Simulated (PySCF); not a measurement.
Point-charge models of `CC(C)c1cc(Cl)ccp1` against its computed dipole.

Coordinates (GFN2-xTB, Å) and charges (e) from the PBE0/pcSseg-1 density (PySCF):

```tsv
atom	x	y	z	Mulliken	IAO	Hirshfeld	ESP-fitted
C1	-2.079	-0.913	0.734	-0.1893	-0.4139	-0.1169	-0.5552
C2	-1.378	-0.209	-0.429	-0.2976	-0.0932	-0.0215	+0.4487
C3	-1.888	1.223	-0.597	-0.1892	-0.4139	-0.1168	-0.5796
C4	0.124	-0.232	-0.250	-0.4777	-0.1908	-0.0352	+0.2141
C5	0.702	0.395	0.836	+0.1576	-0.1537	-0.0547	-0.3476
C6	2.068	0.421	1.073	-0.2664	+0.0038	+0.0229	+0.2299
Cl7	2.635	1.254	2.485	-0.0802	-0.0319	-0.0272	-0.0996
C8	3.006	-0.179	0.248	+0.0742	-0.1495	-0.0565	-0.4126
C9	2.647	-0.862	-0.893	-0.3846	-0.3673	-0.1018	+0.1294
P10	1.030	-1.082	-1.477	+0.4979	+0.3399	+0.0833	-0.2973
H11	-3.151	-0.954	0.554	+0.1158	+0.1415	+0.0436	+0.1404
H12	-1.705	-1.929	0.839	+0.1218	+0.1460	+0.0390	+0.1205
H13	-1.908	-0.385	1.669	+0.1087	+0.1344	+0.0388	+0.1416
H14	-1.610	-0.761	-1.349	+0.1182	+0.1337	+0.0337	-0.0133
H15	-1.382	1.707	-1.430	+0.1217	+0.1460	+0.0391	+0.1270
H16	-2.957	1.219	-0.796	+0.1157	+0.1415	+0.0436	+0.1463
H17	-1.709	1.809	0.301	+0.1087	+0.1344	+0.0388	+0.1484
H18	0.064	0.899	1.550	+0.1003	+0.1563	+0.0464	+0.1529
H19	4.051	-0.105	0.517	+0.1068	+0.1675	+0.0516	+0.1928
H20	3.435	-1.306	-1.489	+0.1376	+0.1691	+0.0495	+0.1132
```

Problem. What dipole does each set of charges give (1 e·Å = 4.803 D), and what does the density give?

Solution. The full density gives (-0.72, 0.02, -0.07) D, 0.72 D in size; dipole vectors point from the negative to the positive end.

| scheme | μx | μy | μz | size (D) | share of the full size (%) | angle to the full dipole (°) |
| --- | --- | --- | --- | --- | --- | --- |
| Mulliken | -2.82 | -1.39 | -2.62 | 4.09 | 566 | 42 |
| IAO | -1.23 | -0.92 | -1.65 | 2.25 | 312 | 53 |
| Hirshfeld | -0.61 | -0.28 | -0.53 | 0.86 | 118 | 40 |
| ESP-fitted | -0.76 | -0.02 | -0.14 | 0.77 | 107 | 6 |

Problem. Which set comes closest?

Solution. Length of the difference vector: ESP-fitted 0.09 D, Hirshfeld 0.56 D, IAO 1.91 D, Mulliken 3.59 D. Closest: ESP-fitted. ESP charges are fitted to the potential around the molecule, whose slowest-falling term is the dipole's. The schemes that divide the density aren't constrained to reproduce the dipole.

Problem. What is left for the Hirshfeld atoms' own dipoles?

Solution. The shares of the density sum to the whole, so what Σ q r misses lies in dipoles about the nuclei. The atomic dipoles sum to (-0.72, 0.02, -0.07) − (-0.61, -0.28, -0.53) = (-0.11, 0.30, 0.46) D, 0.56 D in size.

Problem. With the origin at the mean of the coordinates, (0.000, 0.001, 0.105) Å, which are the largest single terms, by size, of the IAO dipole along the direction of the full one?

Solution. C9 +4.51, C1 -3.94, C3 -3.94, H19 -3.28, H20 -2.68 D; all 20 atoms together +1.36 D. The single terms depend on the origin, their sum doesn't.

Problem. Give the size of the full dipole in other units.

Solution. 0.72 D = 0.284 au = 0.150 e·Å = 2.41 × 10⁻³⁰ C·m.

The structure is a single GFN2-xTB conformer in the gas phase; no vibrational or solvent corrections.

The values belong to the conformer `[CH3:1][CH:2]([CH3:3])[c:4]1[cH:5][c:6]([Cl:7])[cH:8][cH:9][p:10]1`: C1–C2–C4–C5 -62°.
